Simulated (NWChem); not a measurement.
AlHF₂; SMILES [F][AlH][F]

```xyz
4

Al     0.0000     0.0000    -0.4342
H      0.0000     0.0000    -1.9969
F     -1.4143     0.0000     0.4246
F      1.4143     0.0000     0.4246
```
Atoms are numbered in this order, from 1.

Geometry: optimised at PBE0/def2-SVP.

Symmetry labels are those of C2v in the frame above (b1 and b2, or b-type labels, depend on it).

Q: List the 4 lowest vertical singlet excitations and the 4 lowest triplet ones from PBE0/def2-SVP, TDA (NWChem).

A: 
| state | energy (eV) | oscillator strength | symmetry | leading excitation (squared amplitude) |
|---|---|---|---|---|
| S1 | 7.95 | 0.110 | b2 | HOMO → LUMO (0.98) |
| S2 | 8.78 | 0.000 | a2 | HOMO−1 → LUMO (1.00) |
| S3 | 9.01 | 0.224 | a1 | HOMO → LUMO+1 (0.87) |
| S4 | 9.13 | 0.008 | b1 | HOMO−1 → LUMO+1 (0.87) |
| T1 | 7.08 | spin-forbidden | b2 | HOMO → LUMO (0.98) |
| T2 | 7.26 | spin-forbidden | a1 | HOMO → LUMO+1 (0.95) |
| T3 | 8.63 | spin-forbidden | b1 | HOMO−2 → LUMO (0.98) |
| T4 | 8.63 | spin-forbidden | a2 | HOMO−1 → LUMO (0.99) |
